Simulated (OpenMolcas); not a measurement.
**How methods differ on AlNH2ClF (SMILES [NH2][Al]([F])[Cl])**

The species is AlNH2ClF (6 atoms), meant as a singlet with charge 0. SMILES: `[NH2][Al]([F])[Cl]`. The coordinates come from a PBE0-D4/def2-TZVP relaxation.

```xyz
6

N    -0.1123    0.9826   -0.0258
Al    0.1525   -0.7391    0.0923
F     1.0418   -1.3455    1.3311
Cl   -0.6411   -2.0494   -1.3136
H     0.2463    1.6615    0.6248
H    -0.6451    1.4260   -0.7549
```

Each level gives the dipole moment (D). The values are calculated.

| level | kind | program | value (D) | CPU time |
| --- | --- | --- | --- | --- |
| SVWN5/aug-cc-pVDZ | LDA | OpenMolcas | 2.52 | 42 s |
| PBE/aug-cc-pVDZ | GGA | OpenMolcas | 2.45 | 54 s |
| revPBE/aug-cc-pVDZ | GGA | OpenMolcas | 2.43 | 57 s |
| M06-L/aug-cc-pVDZ | meta-GGA | OpenMolcas | 2.47 | 72 s |
| TPSS/aug-cc-pVDZ | meta-GGA | OpenMolcas | 2.45 | 88 s |
| r2SCAN/aug-cc-pVDZ | meta-GGA | OpenMolcas | 2.47 | 79 s |
| B3LYP/aug-cc-pVDZ | global hybrid | OpenMolcas | 2.46 | 55 s |
| PBE0/aug-cc-pVDZ | global hybrid | OpenMolcas | 2.48 | 49 s |

The values span 2.43 to 2.52 D. CPU times are rough (shared hosts, several kinds of processor): they show what a rung costs within a factor of a few.
